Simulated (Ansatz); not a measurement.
Input and output for Al3P2⁺.

```yaml
crystal:
  periodic: [false, false, false]
  atoms:
    - {symbol: Al, position_ang: [-0.946687, 2.391497, -0.311923]}
    - {symbol: Al, position_ang: [2.566665, -1.164827, -0.291060]}
    - {symbol: Al, position_ang: [-2.021331, -0.102369, 0.253405]}
    - {symbol: P, position_ang: [-0.107694, -1.491246, -0.207779]}
    - {symbol: P, position_ang: [0.509048, 0.366944, 0.557358]}
basis:
  gaussian: {orbitals: cc-pVTZ}
total_charge: 1
hamiltonian: {xc: {name: RPBE}, dispersion: d4}
output: {forces: true}
```

```sh
$ ansatz run in.yaml --threads 4 --pin off --events-out ev --progress --plain --max-ram 4787MiB
```

Output, abridged:

```
Functional definition: RPBE
1349 factors; their error is unknown
mean field evaluation 1: about -38333.8301 eV, gradient 7.5e1 eV
mean field evaluation 2: about -38066.5411 eV, gradient 2.0e2 eV
mean field evaluation 4: about -38296.3942 eV, gradient 1.0e2 eV
mean field evaluation 8: about -38359.9833 eV, gradient 1.9e0 eV
mean field evaluation 16: about -38359.9684 eV, gradient 4.6e-3 eV
mean field evaluation 32: about -38359.6119 eV, gradient 3.1e0 eV
mean field -38359.96837053 eV, -1409.7028362966 hartree, gradient 2.1e-5 eV, S^2 0.000000; 2 other end points of the search recorded, 0 dependent functions left out
reference -38359.96841060 eV, -1409.7028377690 hartree; 34, 34 occupied and 136, 136 virtual orbitals, 1349 factors
Total energy: -38360.78157585 eV, -1409.7327210408 hartree
Atom 0 at    -0.946687     2.391497    -0.311923 Å, force     0.021069     0.027328    -0.027673 eV/Å
Atom 1 at     2.566665    -1.164827    -0.291060 Å, force     0.045043    -0.004072    -0.020221 eV/Å
Atom 2 at    -2.021331    -0.102369     0.253405 Å, force    -0.089394    -0.023482     0.014224 eV/Å
Atom 3 at    -0.107694    -1.491246    -0.207779 Å, force     0.005315     0.008950    -0.006306 eV/Å
Atom 4 at     0.509048     0.366944     0.557358 Å, force     0.017968    -0.008723     0.039976 eV/Å
Dipole moment:    -0.091115     0.325783    -0.018960 e Å
```

It took 3.5 s on 4 threads of Arm Neoverse V1 on a shared host.

The dipole of an ion depends on the origin.
